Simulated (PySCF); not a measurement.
Species: C3H9NOSi.
Atom-mapped SMILES: `[CH3:1]/[N:2]=[CH:3]/[CH2:4][O:5][SiH3:6]` (hydrogens: H7, H8, H9 on C1; H10 on C3; H11, H12 on C4; H13, H14, H15 on Si6)

Torsions of this conformer, `[CH3:1]/[N:2]=[CH:3]/[CH2:4][O:5][SiH3:6]`: N2–C3–C4–O5 -149°, C3–C4–O5–Si6 173°.

The closed-shell ground state was solved at several levels (PySCF, density fitting, gas phase, non-relativistic). The structure is a single GFN2-xTB conformer in the gas phase; no vibrational or solvent corrections.

```csv
level,basis functions,total energy (Eh),HOMO (eV),LUMO (eV),gap (eV),dipole (D)
PBE0/def2-SVPD,199,-538.5182,-7.27,-0.28,6.99,0.67
CAM-B3LYP/def2-SVPD,199,-538.8189,-8.71,0.83,9.54,0.69
```

Estimate the row for PBE0/pcSseg-1, a basis of 154 functions; the other rows only guide the guess.

Total energy -538.7369 Eh, HOMO -7.21 eV, LUMO -0.12 eV, gap 7.09 eV, dipole 0.63 D.

Over all these levels, which gives the widest orbital gap and which the narrowest?

CAM-B3LYP/def2-SVPD (range-separated hybrid) has the widest, 9.54 eV, and PBE0/def2-SVPD (global hybrid, 25 % exact exchange) the narrowest, 6.99 eV. The two share the basis. From the narrowest to the widest the HOMO moves by -1.44 eV and the LUMO by +1.11 eV.

How far do the dipole and the HOMO energy spread over the levels?

The dipole runs from 0.63 to 0.69 D (mean 0.66 D) and the HOMO from -8.71 to -7.21 eV.
